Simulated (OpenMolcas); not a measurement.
Cr2+ (d4) among equal point charges was computed by CASSCF with the d shell active (OpenMolcas, ANO-RCC-VTZP on the metal). Its lowest spin-free states, and all those of the highest spin:

```tsv
2S+1	Degeneracy	E (cm-1)
5	3	0.0
5	2	1891
3	3	18532
3	3	18774
3	3	19864
3	2	19927
3	3	21258
3	3	22378
3	1	22900
3	3	23091
3	3	23532
3	2	24282
```

Is the site octahedral, tetrahedral or cube-like, axial, or of lower symmetry?

The states with 2S+1 = 5 have orbital degeneracies 3, 2. Threefold states need a cubic site. For d4 at this spin an octahedron puts the twofold E below the threefold T2 and a tetrahedron or cube puts the threefold T2 below the twofold E, so the site is a tetrahedron or a cube, which this pattern cannot tell apart. The first gap at this spin, 1890 cm-1, is |10Dq| in ligand-field theory. The run had Cr2+ among 4 point charges of -2 e arranged as a tetrahedron (Td), 1.98 Å from the ion.

An orbital triplet at a regular site is open to Jahn-Teller coupling, which can distort the site and quench the lowest spin-orbit gaps and is left out. Without dynamic correlation the repulsion within the d shell is too large (B by tens of per cent), so at a given field states of lower spin stand too high. The ground term spreads over less than 5000 cm-1, several times less than with real ligands, so orbital moments are less quenched and χT lies further from the spin-only value than at real sites. Point charges carry no covalency, so the field is a model and not that of real ligands. No measured value stands beside these numbers.
